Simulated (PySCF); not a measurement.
C6H6O. Atoms are numbered in the order given.

```xyz
13

C      0.0093    -2.9739     0.0000
C      0.0410    -1.6650     0.0000
C      0.0606    -0.3471     0.0000
C      1.2052     0.5694     0.0000
C      0.7140     1.8244     0.0000
O     -0.6378     1.9118     0.0000
C     -1.1630     0.5707     0.0000
H     -0.0027    -3.5530    -0.9332
H     -0.0027    -3.5530     0.9332
H      2.2520     0.2778     0.0000
H      1.2382     2.7804     0.0000
H     -1.7925     0.4408     0.8953
H     -1.7925     0.4408    -0.8953
```
Charge 0, spin multiplicity 1.

Coordinates come from a B3LYP-D3(BJ)/def2-SVP optimisation. The structure was generated by enumeration, and PubChem lists no compound with its InChIKey, so it may never have been made. The values are those of a single conformer.

Computed with M06-2X/def2-TZVP run with PySCF.

Symmetry labels are those of the subgroup Cs that the program uses (full group Cs).

Computed valence orbital energies around the gap with their symmetry:
| orbital | symmetry | energy (eV) |
|---|---|---|
| HOMO−7 | A" | -13.77 |
| HOMO−6 | A' | -13.14 |
| HOMO−5 | A' | -12.58 |
| HOMO−4 | A' | -12.09 |
| HOMO−3 | A" | -11.68 |
| HOMO−2 | A" | -10.06 |
| HOMO−1 | A' | -8.85 |
| HOMO | A" | -6.90 |
| LUMO | A" | 0.40 |
| LUMO+1 | A' | 1.08 |
| LUMO+2 | A' | 2.29 |
| LUMO+3 | A" | 2.71 |
